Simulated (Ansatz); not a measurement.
Mulliken charges of CHCl2F3OSi (`FC(F)(F)O[SiH](Cl)Cl`) from r2SCAN/def2-TZVPP in Ansatz (PBE0-D4/def2-TZVP geometry).

```tsv
atom	x (Å)	y (Å)	z (Å)	charge (e)
F1	-2.252	-0.151	1.096	-0.159
C2	-1.010	0.267	0.908	0.587
F3	-0.431	0.400	2.097	-0.162
F4	-1.062	1.484	0.346	-0.181
O5	-0.351	-0.607	0.138	-0.317
Si6	0.872	-0.329	-0.940	0.646
Cl7	2.391	0.652	-0.031	-0.188
Cl8	1.454	-2.169	-1.531	-0.182
H9	0.390	0.452	-2.084	-0.045
```

**Question.** By hand: the dipole of these point charges (1 e Å = 4.8032 D).

**Answer.** Σ q r = (-0.030, 0.079, -0.316) e Å, of length 0.327 e Å = 1.57 D.

**Question.** How does the dipole of the full density compare? (Estimate.)

**Answer.** Ansatz gave: (0.087, 0.017, -0.247) e Å, 1.26 D; the point charges give 1.25 times that, at 27° from its direction.

Point charges leave out the atoms' own dipoles, such as those of lone pairs, and Mulliken's split depends on the basis, so the two needn't agree.
